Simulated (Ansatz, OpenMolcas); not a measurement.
OpenMolcas → Ansatz

OpenMolcas 26.06 runs this on doublet AlCl2F−:

job.inp:
```
* AlCl2F Kohn-Sham DFT

&GATEWAY
  BASLIB=$CurrDir
  BASISSET
  F.def2-SVPD....
  F1 0.087420 0.388220 1.682350 angstrom
  End of Basis
  BASISSET
  Al.def2-SVPD....
  Al2 0.004800 0.021530 0.093600 angstrom
  End of Basis
  BASISSET
  Cl.def2-SVPD....
  Cl3 1.223040 -1.463690 -0.663450 angstrom
  Cl4 -1.315270 1.053930 -1.112510 angstrom
  End of Basis

&SEWARD
  GRIDINPUT
  Grid=UltraFine
  End of Grid

&SCF
  UHF
  CHARGE=-1
  SPIN=2
  KSDFT=2
  1.0 MGGA_X_R2SCAN
  1.0 MGGA_C_R2SCAN
  THRESHOLDS=1e-10 1e-07 1e-07 1e-05
  PRORBITALS=1 2
```

```bash
$ export MOLCAS_MEM=1860
$ pymolcas job.inp > job.log
```

(Basis files named in the input come from the Basis Set Exchange and aren't shown.)

The shape is that of a PBE0-D4/def2-TZVP optimisation. That shape belongs to the parent species and isn't relaxed for this state.

The HOMO lies above zero, from self-interaction, a short basis or an unbound electron.

It gives a total energy of -1262.349475 Eh.

Task: How is this level of theory, on these atoms, set up in Ansatz 0.2.0 as an input file of the program's own?

Result: For example:

input.yaml:
```yaml
crystal:
  periodic: [false, false, false]
  atoms:
    - {symbol: F, position_ang: [0.087420, 0.388220, 1.682350]}
    - {symbol: Al, position_ang: [0.004800, 0.021530, 0.093600]}
    - {symbol: Cl, position_ang: [1.223040, -1.463690, -0.663450]}
    - {symbol: Cl, position_ang: [-1.315270, 1.053930, -1.112510]}
basis:
  gaussian: {orbitals: def2-SVPD}
total_charge: -1
magnetization: {spin_polarized: true, initial_magnetization: 1}
hamiltonian: {xc: {name: r2SCAN}}
accuracy: high
output: {orbitals: {seedname: orbitals}}
```

```bash
$ ansatz run input.yaml --threads 1 --pin off --max-ram 3480MiB --events-out events.jsonl --progress --plain --runs-dir runs
```

Its energy is -1262.349490 Eh, 0.015 mEh from the first.
